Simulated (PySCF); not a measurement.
PySCF job for C3H7O, SMILES COC[CH2], multiplicity 2, TDA-B3LYP/def2-SVPD. Geometry: TPSSh-D3(BJ)/def2-SVP. The isomer is the one that the SMILES or the coordinates give; other isomers of the formula were not compared. Other conformers were not sampled.

```python
import numpy as np
from pyscf import gto, scf, dft, tdscf

mol = gto.M(
    atom='''
    C     1.41948448   -0.06577064    0.81391381
    C     0.62745957   -0.57593505   -0.34354570
    O    -0.40606082    0.29825445   -0.75435011
    C    -1.46970330    0.37744024    0.16559149
    H     1.98805122   -0.74941949    1.45087160
    H     1.60168336    1.00964538    0.90331434
    H     1.27595284   -0.69132671   -1.23560961
    H     0.22300003   -1.58682744   -0.11885010
    H    -1.14046431    0.75063670    1.15476015
    H    -2.20904600    1.07592755   -0.25054803
    H    -1.95413504   -0.60907875    0.31510502
    ''',
    basis='def2-SVPD',
    charge=0,
    spin=1,
    max_memory=1600,
    verbose=4,
)
mf = dft.UKS(mol, xc='b3lyp').density_fit(auxbasis='def2-universal-jkfit')
mf.grids.level = 3
mf.conv_tol = 1e-9
mf.max_cycle = 100
mf.kernel()
fine, coarse = mf.grids, dft.Grids(mol).set(level=1).build(with_non0tab=True)
for _ in range(3):  # follow internal instabilities
    mf.grids = coarse
    mo, _, stable, _ = mf.stability(return_status=True, nroots=4)
    mf.grids = fine
    if stable:
        break
    mf.kernel(mf.make_rdm1(mo, mf.mo_occ))
mf.grids = dft.Grids(mol).set(level=1).build(with_non0tab=True)  # coarser grid for the response kernel
td = tdscf.TDA(mf)
td.nstates = 10
td.conv_tol = 1e-4
td.positive_eig_threshold = 1e-6
td.kernel(x0=td.get_init_guess(mf, 15))
td.analyze()
```

Program output:

```
PySCF version 2.14.0

[INPUT] verbose = 4
[INPUT] num. atoms = 11
[INPUT] num. electrons = 33
[INPUT] charge = 0
[INPUT] spin (= nelec alpha-beta = 2S) = 1
[INPUT] symmetry False subgroup None
[INPUT] Mole.unit = angstrom
[INPUT] Symbol           X                Y                Z      unit          X                Y                Z       unit  Magmom
[INPUT]  1 C      1.419484480000  -0.065770640000   0.813913810000 AA    2.682436905271  -0.124288496637   1.538074189901 Bohr   0.0
[INPUT]  2 C      0.627459570000  -0.575935050000  -0.343545700000 AA    1.185726741537  -1.088359510038  -0.649207284272 Bohr   0.0
[INPUT]  3 O     -0.406060820000   0.298254450000  -0.754350110000 AA   -0.767343739716   0.563619225933  -1.425515109936 Bohr   0.0
[INPUT]  4 C     -1.469703300000   0.377440240000   0.165591490000 AA   -2.777336721369   0.713258681990   0.312922564659 Bohr   0.0
[INPUT]  5 H      1.988051220000  -0.749419490000   1.450871600000 AA    3.756872327407  -1.416197588511   2.741749965910 Bohr   0.0
[INPUT]  6 H      1.601683360000   1.009645380000   0.903314340000 AA    3.026742888673   1.907953251132   1.707016706992 Bohr   0.0
[INPUT]  7 H      1.275952840000  -0.691326710000  -1.235609610000 AA    2.411201415461  -1.306418144497  -2.334963759781 Bohr   0.0
[INPUT]  8 H      0.223000030000  -1.586827440000  -0.118850100000 AA    0.421408982470  -2.998669268545  -0.224594138877 Bohr   0.0
[INPUT]  9 H     -1.140464310000   0.750636700000   1.154760150000 AA   -2.155165200741   1.418497782047   2.182180423062 Bohr   0.0
[INPUT] 10 H     -2.209046000000   1.075927550000  -0.250548030000 AA   -4.174491936566   2.033208399374  -0.473467157749 Bohr   0.0
[INPUT] 11 H     -1.954135040000  -0.609078750000   0.315105020000 AA   -3.692780036016  -1.150992025792   0.595462188276 Bohr   0.0

nuclear repulsion = 126.907503108285
number of shells = 61
number of NR pGTOs = 193
number of NR cGTOs = 139
basis = def2-SVPD
ecp = {}


[settings echo left out]
init E= -193.671177348989
  alpha nocc = 17  HOMO = -0.193435372587958  LUMO = -0.00370426330190776
  beta  nocc = 16  HOMO = -0.340348191584324  LUMO = -0.193435372587956

WARN: HOMO -0.193435372587958 >= LUMO -0.193435372587956

cycle= 1 E= -193.483442125463  delta_E= 0.188  |g|= 0.379  |ddm|= 2.96
  alpha nocc = 17  HOMO = -0.142866594703805  LUMO = 0.0276642596236543
  beta  nocc = 16  HOMO = -0.141184822571704  LUMO = -0.0555036229641508
  HOMO = -0.141184822572  LUMO = -0.0555036229642  gap/eV = 2.33150
cycle= 2 E= -193.381251699845  delta_E= 0.102  |g|= 0.645  |ddm|= 0.935
  alpha nocc = 17  HOMO = -0.21155586265544  LUMO = 0.0229108613810465
  beta  nocc = 16  HOMO = -0.269991181275408  LUMO = -0.0714427321818101
  HOMO = -0.211555862655  LUMO = -0.0714427321818  gap/eV = 3.81267
cycle= 3 E= -193.542548487212  delta_E= -0.161  |g|= 0.0497  |ddm|= 0.579
  alpha nocc = 17  HOMO = -0.22676560060583  LUMO = 0.0211392377285198
  beta  nocc = 16  HOMO = -0.269170858126696  LUMO = -0.0805352038631173
  HOMO = -0.226765600606  LUMO = -0.0805352038631  gap/eV = 3.97913
cycle= 4 E= -193.543444740412  delta_E= -0.000896  |g|= 0.0226  |ddm|= 0.0837
  alpha nocc = 17  HOMO = -0.221235136672094  LUMO = 0.0220538857703079
  beta  nocc = 16  HOMO = -0.267701111235026  LUMO = -0.0733190128534194
  HOMO = -0.221235136672  LUMO = -0.0733190128534  gap/eV = 4.02500
cycle= 5 E= -193.543719432028  delta_E= -0.000275  |g|= 0.00502  |ddm|= 0.032
  alpha nocc = 17  HOMO = -0.222623626713785  LUMO = 0.0219979856705672
  beta  nocc = 16  HOMO = -0.268166307321834  LUMO = -0.073595588141453
  HOMO = -0.222623626714  LUMO = -0.0735955881415  gap/eV = 4.05526
cycle= 6 E= -193.543734920459  delta_E= -1.55e-05  |g|= 0.0011  |ddm|= 0.0102
  alpha nocc = 17  HOMO = -0.222736919430448  LUMO = 0.0220428487550941
  beta  nocc = 16  HOMO = -0.268022868516371  LUMO = -0.0733270721316561
  HOMO = -0.22273691943  LUMO = -0.0733270721317  gap/eV = 4.06565
cycle= 7 E= -193.543736237457  delta_E= -1.32e-06  |g|= 0.000488  |ddm|= 0.00344
  alpha nocc = 17  HOMO = -0.222710330078303  LUMO = 0.0220325071240746
  beta  nocc = 16  HOMO = -0.268051395617365  LUMO = -0.0732463437896946
  HOMO = -0.222710330078  LUMO = -0.0732463437897  gap/eV = 4.06712
cycle= 8 E= -193.54373640321  delta_E= -1.66e-07  |g|= 0.000176  |ddm|= 0.00116
  alpha nocc = 17  HOMO = -0.222740479958667  LUMO = 0.0220334613473612
  beta  nocc = 16  HOMO = -0.26804502679025  LUMO = -0.0732771903317571
  HOMO = -0.222740479959  LUMO = -0.0732771903318  gap/eV = 4.06710
cycle= 9 E= -193.54373642058  delta_E= -1.74e-08  |g|= 5.68e-05  |ddm|= 0.000284
  alpha nocc = 17  HOMO = -0.222731939004554  LUMO = 0.0220334074427564
  beta  nocc = 16  HOMO = -0.2680464456277  LUMO = -0.0732753869295788
  HOMO = -0.222731939005  LUMO = -0.0732753869296  gap/eV = 4.06692
cycle= 10 E= -193.543736422759  delta_E= -2.18e-09  |g|= 1.02e-05  |ddm|= 0.000131
  alpha nocc = 17  HOMO = -0.222731943930278  LUMO = 0.0220330260403312
  beta  nocc = 16  HOMO = -0.268046663330689  LUMO = -0.0732762206642321
  HOMO = -0.22273194393  LUMO = -0.0732762206642  gap/eV = 4.06690
cycle= 11 E= -193.543736422824  delta_E= -6.54e-11  |g|= 6.18e-06  |ddm|= 2.63e-05
  alpha nocc = 17  HOMO = -0.222731786128693  LUMO = 0.0220332711713804
  beta  nocc = 16  HOMO = -0.26804673605989  LUMO = -0.0732764667590451
  HOMO = -0.222731786129  LUMO = -0.073276466759  gap/eV = 4.06689
Extra cycle  E= -193.543736422821  delta_E= 3.58e-12  |g|= 7.54e-06  |ddm|= 1.65e-05
converged SCF energy = -193.543736422821  <S^2> = 0.75387724  2S+1 = 2.0038735
tot grids = 38024
uhf_internal: lowest eigs of H = [0.29088403 0.40176074 0.40588788 0.45197744]
<class 'pyscf.df.df_jk.DFUKS'> wavefunction is stable in the internal stability analysis
tot grids = 38024
Overwritten attributes  positive_eig_threshold  of <class 'pyscf.tdscf.uks.TDA'>


******** <class 'pyscf.tdscf.uks.TDA'> for <class 'pyscf.df.df_jk.DFUKS'> ********
nstates = 10
deg_eia_thresh = 1.000e-03
wfnsym = None
conv_tol = 0.0001
eigh lindep = 1e-12
eigh level_shift = 0
eigh max_cycle = 100


Excitation energies (eV)
[4.0224694  5.53009548 5.58686323 6.22465125 6.42753317 6.65154699
 6.81778637 6.92290921 6.95433114 7.03780308]

** Excitation energies and oscillator strengths **
Excited State   1:      4.02247 eV    308.23 nm  f=0.0001
      16b ->   17b     -0.99272
Excited State   2:      5.53010 eV    224.20 nm  f=0.0109
      17a ->   18a      0.95054
      17a ->   19a      0.28756
Excited State   3:      5.58686 eV    221.92 nm  f=0.0047
      12b ->   17b      0.10823
      15b ->   17b      0.98121
Excited State   4:      6.22465 eV    199.18 nm  f=0.0135
      17a ->   18a      0.16663
      17a ->   19a     -0.40121
      17a ->   20a     -0.88923
Excited State   5:      6.42753 eV    192.90 nm  f=0.0026
      17a ->   18a      0.23525
      17a ->   19a     -0.85757
      17a ->   20a      0.42556
Excited State   6:      6.65155 eV    186.40 nm  f=0.0010
      17a ->   20a      0.10029
      17a ->   21a     -0.14241
      17a ->   23a      0.10755
      12b ->   17b     -0.30530
      13b ->   17b      0.74529
      14b ->   17b      0.49803
Excited State   7:      6.81779 eV    181.85 nm  f=0.0001
      16a ->   18a      0.63844
      16b ->   18b     -0.73134
Excited State   8:      6.92291 eV    179.09 nm  f=0.0140
      16a ->   18a      0.16894
      17a ->   21a      0.90356
      17a ->   22a     -0.20739
      17a ->   23a     -0.16099
      17a ->   24a      0.12573
      13b ->   17b      0.21374
Excited State   9:      6.95433 eV    178.28 nm  f=0.0209
      16a ->   18a      0.72328
      17a ->   21a     -0.17400
      16b ->   18b      0.64492
Excited State  10:      7.03780 eV    176.17 nm  f=0.0047
      17a ->   21a      0.23087
      17a ->   22a      0.93758
      14b ->   17b     -0.12542

** Transition electric dipole moments (AU) **
state          X           Y           Z        Dip. S.      Osc.
  1         0.0017      0.0299     -0.0080      0.0010      0.0001
  2        -0.2759      0.0246      0.0584      0.0801      0.0109
  3         0.0404      0.1005      0.1497      0.0341      0.0047
  4         0.1278      0.0433     -0.2649      0.0884      0.0135
  5         0.0385      0.0299      0.1178      0.0163      0.0026
  6         0.0155      0.0244      0.0728      0.0061      0.0010
  7        -0.0059     -0.0242      0.0105      0.0007      0.0001
  8        -0.1459     -0.0904     -0.2306      0.0826      0.0140
  9         0.0011      0.3473      0.0439      0.1226      0.0209
 10        -0.1153      0.0484      0.1079      0.0273      0.0047

** Transition velocity dipole moments (imaginary part, AU) **
state          X           Y           Z        Dip. S.      Osc.
  1        -0.0112      0.0024      0.0110      0.0003      0.0011
  2        -0.0637      0.0015      0.0256      0.0047      0.0155
  3         0.0110      0.0004     -0.0004      0.0001      0.0004
  4         0.0530      0.0091     -0.0706      0.0079      0.0230
  5         0.0221      0.0033      0.0198      0.0009      0.0025
  6         0.0119      0.0122      0.0117      0.0004      0.0012
  7        -0.0024     -0.0055      0.0012      0.0000      0.0001
  8        -0.0235     -0.0135     -0.0455      0.0028      0.0074
  9        -0.0009      0.0667      0.0186      0.0048      0.0125
 10        -0.0326      0.0080      0.0371      0.0025      0.0064

** Transition magnetic dipole moments (imaginary part, AU) **
state          X           Y           Z
  1        -0.0517      0.4369     -0.1333
  2        -0.1445      0.6356     -0.1231
  3        -0.1457     -0.2465     -0.2169
  4        -0.0749     -0.1824     -0.0623
  5         0.0981      0.0838     -0.1316
  6         0.5396     -0.1100      0.5389
  7        -0.0804     -0.0194     -0.0677
  8        -0.0176     -0.0939      0.0750
  9         0.2098     -0.2908      0.0917
 10        -0.1896     -0.0698     -0.0674
```

Self-consistency was reached.

Cost: very roughly 4 core-minutes.
